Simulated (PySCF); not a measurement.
# What a mistake does to a calculation on ClGeH3NSi

All numbers below are calculated, not measured. The program is PySCF 2.14.0, an open-source quantum chemistry code, run on an isolated molecule that a program drew, which may never have been made. The molecule is ClGeH3NSi (charge 0, doublet), drawn as the SMILES string `Cl[SiH][N]=[GeH2]`.

Each row is a Hartree-Fock (HF) and frozen-core CCSD(T) single point in the cc-pV(D+d)Z basis, meant for a local HF minimum. Run 1 is clean. Each other run has one planted mistake out of seven kinds, and not every kind appears here: one electron removed, one electron added, multiplicity raised by two, geometry at a saddle point, minimal basis STO-3G, one bond length entered in bohr, all coordinates scaled. The reference is restricted for singlets and unrestricted otherwise, and also for a bond in bohr. Adding or removing an electron swaps singlet and doublet. Electrons count all cores. HOMO and LUMO are orbital energies over both spins, the gradient is its largest component, and the lowest frequency (negative if imaginary) is given only where the gradient is small. Bond lengths are over the 6 bonds as drawn. T1 is the CCSD diagnostic: over 0.02 (restricted) or 0.045 (unrestricted) a single reference is doubtful. Germanium has the cc-pVDZ-PP basis, with a core potential (ECP10MDF) in place of its 10 inner electrons, and its 3s, 3p and 3d shells are frozen in CCSD(T).

Geometry of the clean run:
```xyz
7
ClGeH3NSi, angstrom
Cl   -1.1399    1.6428    2.7378
Si   -0.7900    1.8185    0.7337
N    -0.0973    0.8053   -0.2099
Ge    0.7250   -0.8036   -0.4280
H    -1.3234    3.1124    0.3193
H    -0.0810   -1.6360   -1.4443
H     2.1504   -0.5611   -0.9617
```

```
run  electrons  basis functions  <S^2>  HOMO (eV)  LUMO (eV)  gradient (hartree/bohr)  lowest frequency (cm^-1)  mean bond (Å)  longest bond (Å)      T1  HF (hartree)  CCSD(T) (hartree)                     mistake
  1         73               98  0.756      -8.12       1.60                  1.3e-05                        57         1.6587             2.042  0.0178   -1098.01375        -1098.54539                    no fault
  2         73               98  3.788      -6.17      -0.37                  1.3e-01                         -         1.6587             2.042  0.0209   -1097.89836        -1098.38911  multiplicity raised by two
  3         73               98  0.760      -8.29       1.38                  2.3e-02                         -         1.7085             2.103  0.0195   -1098.00688        -1098.54516      all coordinates scaled
  4         72               98  0.000     -16.39      -6.14                  7.9e-02                         -         1.6587             2.042  0.0235   -1097.75114        -1098.28354                           ?
  5         74               98  0.000      -0.26       6.20                  6.9e-02                         -         1.6587             2.042  0.0184   -1097.98687        -1098.55078                           ?
```

**Which mistake was planted in run 4, and what did it cost?**

It counts 72 electrons, one fewer than the clean run, at the same geometry and basis. So the mistake is: one electron removed. Subtracting run 1 and multiplying by 627.51 kcal/mol a hartree, the energy moved by 164.8 kcal/mol in HF and 164.3 kcal/mol in CCSD(T).

**Which mistake was planted in run 5, and what did it cost?**

It counts 74 electrons, one more than the clean run, at the same geometry and basis. So the mistake is: one electron added. Subtracting run 1 and multiplying by 627.51 kcal/mol a hartree, the energy moved by 16.9 kcal/mol in HF and -3.4 kcal/mol in CCSD(T).

Cautions from the logs. Run 4: T1 is over the limit, so its CCSD(T) energy is less reliable.
